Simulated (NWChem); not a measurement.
# C4H5O2, doublet; SMILES CC(O)=C[C]=O

```xyz
11

C      0.5608     2.1821    -0.0583
C      0.0959     0.7598    -0.0390
O     -1.2010     0.6124    -0.2780
C      0.9289    -0.3249     0.2072
C      0.3551    -1.6378     0.2000
O     -0.8154    -1.9336    -0.0028
H      0.0128     2.7650     0.7106
H      1.6462     2.2587     0.1283
H      0.3204     2.6417    -1.0391
H     -1.3958    -0.3782    -0.2375
H      1.9978    -0.1768     0.4026
```
Atoms are numbered in this order, from 1.

Results from NWChem. Spin-unrestricted. Coordinates come from a PBE-D3(BJ)/def2-SVP, spin-unrestricted optimisation. No frequency run checked for a minimum. No stability test was run on the SCF state. Level: M05-2X/def2-SVP with SMD (1 M gas to 1 M solution), gas-phase geometry. Reactions with the solvent are ignored.

For solvent chlorobenzene:

```
Item                    Result
----------------------  ------
dipole in solution (D)    4.09
```

### Question
Estimate the same quantities for solvent benzene.

### Answer
The dipole in solution (D) is 3.83.
